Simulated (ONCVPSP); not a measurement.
**As (Z = 33), ONCV: configuration errors across variants**

ONCVPSP 4.0.1 input, shortened (lines: element, Z, core and valence counts, functional; n l f; lmax; l rc ep ncon nbas qcut; lloc lpopt rc5 dvloc0; l nproj debl; icmod fcfact rcfact), BLYP, scalar-relativistic:

```
  As 33.00    6    2  -106131      upf
    1    0    2.00
    2    0    2.00
    2    1    6.00
    3    0    2.00
    3    1    6.00
    3    2   10.00
    4    0    2.00
    4    1    3.00
    2
    0    1.30    0.00    4    9    5.00
    1    2.05    0.00    3    6    3.40
    2    1.80    0.06    3    7    4.80
    4    5    1.15   -1.00
    0    2    1.00
    1    1    2.90
    2    3    3.10
    3    2.00    1.80
```

All-electron excitation energies from the reference (eV): (1) 4s2 4p2 9.031; (2) 4s2 4p1 26.887; (3) 4s2 4p0 54.640; (4) 4s2 4p2.5 3.492.

2 further variants failed, have other tests or another functional or relativity, and are left out.

A true bound ghost makes a file unfit for plane-wave use even where its test errors are small: the radial tests pick states by their node count and pass the ghost by.

Errors AE − PS in meV (a dash: test not solved or not reliable):

| change | (1) | (2) | (3) | (4) | bound ghosts | GHOST(+) flags above zero |
| --- | --- | --- | --- | --- | --- | --- |
| base | -18 | -115 | -392 | -3.5 | s | s, d |
| core correction Teter function, fcfact 1.4, rcfact 1.8 | -11 | -76 | -272 | -2.2 | s | s, d |
| p: rc 1.8 | -18 | -108 | -356 | -3.4 | s | s, d |
| s: ncon 3, nbas 8 | -18 | -115 | -395 | -3.5 | s | s, d |
| s: qcut 3.5; p: qcut 2.4; d: qcut 3.3 | -18 | -113 | -381 | -3.6 | none | s, d |
| d: qcut 4 | -18 | -115 | -392 | -3.5 | s | s, d |
| local potential polynomial inside 1.25 bohr (lpopt 5, dvloc0 0 Ha) | -19 | -117 | -392 | -3.6 | s | d |
| s: rc 1.92 | -18 | -113 | -386 | -3.5 | none | s, d |

Q: Give the same row for: p: qcut 3.7.

A: -18, -115, -389, -3.6; bound ghosts: s; GHOST(+) flags above zero: s, d.
